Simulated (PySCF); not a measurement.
PySCF input (CCSD(T)/cc-pVDZ):

```python
from pyscf import gto, scf, mp, cc as ccmod

mol = gto.M(
    atom='''
    B    -0.33994470   -0.07333258    0.03730795
    Cl    0.18053253    1.57535595   -0.34400463
    Cl    0.87393835   -1.34788641    0.22827951
    N    -1.68643911   -0.36379718    0.18508181
    H    -2.40315243    0.33487173    0.08369251
    H    -2.01805530   -1.28861080    0.40152223
    ''',
    basis='cc-pvdz',
    charge=0,
    spin=0,
    verbose=4,
)

mf = scf.RHF(mol)
mf.conv_tol = 1e-10
mf.max_cycle = 100
mf.kernel()
mp2 = mp.MP2(mf, frozen=12).run()
cc = ccmod.CCSD(mf, frozen=12)
cc.max_cycle = 100
cc.kernel()
et = cc.ccsd_t()
print(f'E(CCSD(T)) = {cc.e_tot + et:.9f}')
```

Output:

```
PySCF version 2.14.0

[INPUT] verbose = 4
[INPUT] num. atoms = 6
[INPUT] num. electrons = 48
[INPUT] charge = 0
[INPUT] spin (= nelec alpha-beta = 2S) = 0
[INPUT] symmetry False subgroup None
[INPUT] Mole.unit = angstrom
[INPUT] Symbol           X                Y                Z      unit          X                Y                Z       unit  Magmom
[INPUT]  1 B     -0.339944700000  -0.073332580000   0.037307950000 AA   -0.642402380497  -0.138578492208   0.070501807769 Bohr   0.0
[INPUT]  2 Cl     0.180532530000   1.575355950000  -0.344004630000 AA    0.341157038275   2.976991294204  -0.650074536282 Bohr   0.0
[INPUT]  3 Cl     0.873938350000  -1.347886410000   0.228279510000 AA    1.651504131254  -2.547136161923   0.431385753750 Bohr   0.0
[INPUT]  4 N     -1.686439110000  -0.363797180000   0.185081810000 AA   -3.186908043655  -0.687477035089   0.349753931539 Bohr   0.0
[INPUT]  5 H     -2.403152430000   0.334871730000   0.083692510000 AA   -4.541299928283   0.632815856559   0.158155922577 Bohr   0.0
[INPUT]  6 H     -2.018055300000  -1.288610800000   0.401522230000 AA   -3.813571821227  -2.435121493157   0.758767047625 Bohr   0.0

nuclear repulsion = 181.375212618114
number of shells = 26
number of NR pGTOs = 148
number of NR cGTOs = 74
basis = cc-pvdz
ecp = {}

******** <class 'pyscf.scf.hf.RHF'> ********
method = RHF
initial guess = minao
damping factor = 0
level_shift factor = 0
DIIS = <class 'pyscf.scf.diis.CDIIS'>
diis_start_cycle = 1
diis_space = 8
diis_damp = 0
SCF conv_tol = 1e-10
SCF conv_tol_grad = None
SCF max_cycles = 100
direct_scf = True
direct_scf_tol = 1e-13
Set gradient conv threshold to 1e-05
Initial guess from minao.
init E= -1000.04159117955
  HOMO = -0.323685761643624  LUMO = 0.10857242925455  gap/eV = 11.76234
cycle= 1 E= -999.398774155877  delta_E= 0.643  |g|= 0.404  |ddm|= 2.03
  HOMO = -0.436575429143285  LUMO = 0.117953534971514  gap/eV = 15.08950
cycle= 2 E= -999.446269346547  delta_E= -0.0475  |g|= 0.179  |ddm|= 0.507
  HOMO = -0.435464272321084  LUMO = 0.165101150812471  gap/eV = 16.34222
cycle= 3 E= -999.455353907704  delta_E= -0.00908  |g|= 0.0396  |ddm|= 0.158
  HOMO = -0.436975031470523  LUMO = 0.160757933413111  gap/eV = 16.26514
cycle= 4 E= -999.456032682269  delta_E= -0.000679  |g|= 0.00628  |ddm|= 0.0501
  HOMO = -0.436165757537795  LUMO = 0.161839386183361  gap/eV = 16.27255
cycle= 5 E= -999.456055909989  delta_E= -2.32e-05  |g|= 0.00171  |ddm|= 0.00955
  HOMO = -0.436536557051752  LUMO = 0.161582187664335  gap/eV = 16.27564
cycle= 6 E= -999.456057882738  delta_E= -1.97e-06  |g|= 0.000508  |ddm|= 0.003
  HOMO = -0.436405955441508  LUMO = 0.161688242416547  gap/eV = 16.27497
cycle= 7 E= -999.456058067641  delta_E= -1.85e-07  |g|= 0.000183  |ddm|= 0.000966
  HOMO = -0.436429096390942  LUMO = 0.161692114679183  gap/eV = 16.27571
cycle= 8 E= -999.45605808404  delta_E= -1.64e-08  |g|= 4.57e-05  |ddm|= 0.000291
  HOMO = -0.436421298495312  LUMO = 0.161692891346766  gap/eV = 16.27552
cycle= 9 E= -999.456058085143  delta_E= -1.1e-09  |g|= 1.33e-05  |ddm|= 6.97e-05
  HOMO = -0.436421160024748  LUMO = 0.161692954451099  gap/eV = 16.27551
cycle= 10 E= -999.456058085255  delta_E= -1.12e-10  |g|= 3.51e-06  |ddm|= 2.29e-05
  HOMO = -0.43642109899737  LUMO = 0.16169298010959  gap/eV = 16.27551
cycle= 11 E= -999.456058085267  delta_E= -1.18e-11  |g|= 7.34e-07  |ddm|= 7.69e-06
  HOMO = -0.436421099175837  LUMO = 0.161693032619655  gap/eV = 16.27551
Extra cycle  E= -999.456058085267  delta_E= -2.27e-13  |g|= 2.98e-07  |ddm|= 9.36e-07
converged SCF energy = -999.456058085267

******** <class 'pyscf.mp.mp2.RMP2'> ********
nocc = 12, nmo = 62
frozen orbitals 12
E(RMP2) = -999.977065446048  E_corr = -0.521007360780352
E(SCS-RMP2) = -999.960294634704  E_corr = -0.504236549437207
E_corr(same-spin) = -0.139583404037556
E_corr(oppo-spin) = -0.381423956742796

******** <class 'pyscf.cc.ccsd.CCSD'> ********
CC2 = 0
CCSD nocc = 12, nmo = 62
frozen orbitals 12
max_cycle = 100
direct = 0
conv_tol = 1e-07
conv_tol_normt = 1e-05
diis_space = 6
diis_start_cycle = 0
diis_start_energy_diff = 1e+09
Init t2, MP2 energy = -999.977065449476  E_corr(MP2) -0.521007364208483
Init E_corr(CCSD) = -0.521007364208525
cycle = 1  E_corr(CCSD) = -0.543400662931738  dE = -0.0223932987  norm(t1,t2) = 0.0521087
cycle = 2  E_corr(CCSD) = -0.55309147955367  dE = -0.00969081662  norm(t1,t2) = 0.0155607
cycle = 3  E_corr(CCSD) = -0.55471406235599  dE = -0.0016225828  norm(t1,t2) = 0.00769939
cycle = 4  E_corr(CCSD) = -0.556167657260478  dE = -0.0014535949  norm(t1,t2) = 0.00301932
cycle = 5  E_corr(CCSD) = -0.55601763316735  dE = 0.000150024093  norm(t1,t2) = 0.00085496
cycle = 6  E_corr(CCSD) = -0.556003238719017  dE = 1.43944483e-05  norm(t1,t2) = 0.000187114
cycle = 7  E_corr(CCSD) = -0.556009112866873  dE = -5.87414786e-06  norm(t1,t2) = 7.26199e-05
cycle = 8  E_corr(CCSD) = -0.556010690625276  dE = -1.5777584e-06  norm(t1,t2) = 2.38144e-05
cycle = 9  E_corr(CCSD) = -0.556010115425174  dE = 5.75200101e-07  norm(t1,t2) = 8.83881e-06
cycle = 10  E_corr(CCSD) = -0.556010043809812  dE = 7.16153625e-08  norm(t1,t2) = 3.09238e-06
CCSD converged
E(CCSD) = -1000.012068129077  E_corr = -0.5560100438098116
CCSD(T) correction = -0.0143029828660156
E(CCSD(T)) = -1000.026371112
```
